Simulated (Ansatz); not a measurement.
B₂As₂⁺: single points at one geometry.

```yaml
crystal:
  periodic: [false, false, false]
  atoms:
    - {symbol: B, position_ang: [-0.527261, 0.394370, 0.584893]}
    - {symbol: B, position_ang: [0.527479, -0.393986, -0.584953]}
    - {symbol: As, position_ang: [-1.099540, 0.441962, -1.289230]}
    - {symbol: As, position_ang: [1.099310, -0.442346, 1.289289]}
basis:
  gaussian: {orbitals: def2-TZVP, initial_orbitals: start.molden}
total_charge: 1
magnetization: {spin_polarized: true, initial_magnetization: 1}
hamiltonian: {xc: pbe0, dispersion: d4}
scf: {omitted_lower_state_checks: [starts]}
output: {orbitals: {seedname: orbitals}}
```

The file start.molden holds the orbitals of an earlier run on this structure, at another level or in another basis.

```sh
$ ansatz run in.yaml --threads 2 --pin off --events-out ev --progress --plain --max-ram 4352MiB
```

It prints (some lines left out):

```
Functional definition: PBE0
  name "PBE0"
  cite "Adamo & Barone, J. Chem. Phys. 110, 6158 (1999) doi:10.1063/1.478522"
  cite "Perdew, Burke & Ernzerhof, Phys. Rev. Lett. 77, 3865 (1996) doi:10.1103/PhysRevLett.77.3865"
  parent pbe
  parameter a = 0.25
  parameter kappa = 0.804
  parameter beta = 0.06672455060314922
  exchange = (1 - a)*pbe_x(kappa = kappa, mu = beta*pi^2/3) + a*exact_x
  correlation = pbe_c(beta = beta)
these checks for a lower state are left out or cut short: starts
1184 factors; their error is unknown
mean field evaluation 1: about -123006.3358 eV, gradient 1.1e2 eV
mean field evaluation 2: about -123007.7348 eV, gradient 2.4e0 eV
mean field evaluation 4: about -123008.2651 eV, gradient 4.1e-1 eV
mean field evaluation 8: about -123008.2653 eV, gradient 1.6e-5 eV
mean field -123008.26533813 eV, -4520.4703731795 hartree, gradient 1.6e-5 eV, S^2 0.780860; 0 other end points of the search recorded, 0 dependent functions left out
reference -123008.26536446 eV, -4520.4703741470 hartree; 38, 37 occupied and 120, 121 virtual orbitals, 1184 factors
Total energy: -123008.38201601 eV, -4520.4746610123 hartree
Checks for a lower state left out: starts
```

Run time 12 s (2 threads of Intel Xeon Platinum 8259CL on a shared host), peak host memory 0.58 GiB.

The first input with `hamiltonian: {xc: pbe, dispersion: d4}` (abridged; 12 s):

```
Functional definition: PBE
mean field -123004.82903505 eV, -4520.3440913705 hartree, gradient 8.6e-6 eV, S^2 0.768109
Total energy: -123004.96746100 eV, -4520.3491784303 hartree
Checks for a lower state left out: starts
```

Geometry: B3LYP-D4/def2-SVP.

The structure comes from a short search, and lower isomers may exist.
